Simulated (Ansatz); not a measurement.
Molecule: C2H6BO, charge 0, multiplicity 2. SMILES: [B](C)OC

Atoms: C1, B2, O3, C4, H5, H6, H7, H8, H9, H10. Bonds: C1-B2, C1-H5, C1-H6, C1-H7, B2-O3, O3-C4, C4-H8, C4-H9, C4-H10.

Bond lengths (Å) and angles (degrees) optimised at HF/6-31G* with Ansatz (a program for electronic structure); B3LYP/6-31G* with Ansatz; MP2/6-31G* with Ansatz, each started from the B3LYP-D3(BJ)/def2-TZVP structure (Ansatz) of the last column. A row stands for all coordinates that are equal there; 10 of 17 kinds are shown. 6-31G* holds six Cartesian d functions. No wavenumbers were computed at MP2/6-31G*, so these may be saddle points.

| coordinate | HF/6-31G* | B3LYP/6-31G* | MP2/6-31G* | B3LYP-D3(BJ)/def2-TZVP |
|---|---|---|---|---|
| C1-B2 | 1.579 | 1.573 | 1.572 | 1.561 |
| C1-H5 | 1.088 | 1.098 | 1.094 | 1.093 |
| C1-H6 | 1.087 | 1.099 | 1.095 | 1.096 |
| B2-O3 | 1.333 | 1.341 | 1.348 | 1.332 |
| O3-C4 | 1.406 | 1.427 | 1.436 | 1.429 |
| C4-H8 | 1.083 | 1.095 | 1.092 | 1.091 |
| C4-H9 | 1.082 | 1.095 | 1.091 | 1.090 |
| C1-B2-O3 | 122.6 | 122.8 | 121.9 | 124.1 |
| B2-O3-C4 | 123.8 | 123.1 | 121.3 | 124.2 |
| B2-C1-H5 | 110.6 | 110.5 | 110.4 | 110.4 |

Mean signed difference of all 9 bond lengths from B3LYP-D3(BJ)/def2-TZVP: HF/6-31G* -0.005 Å, B3LYP/6-31G* 0.005 Å, MP2/6-31G* 0.004 Å.
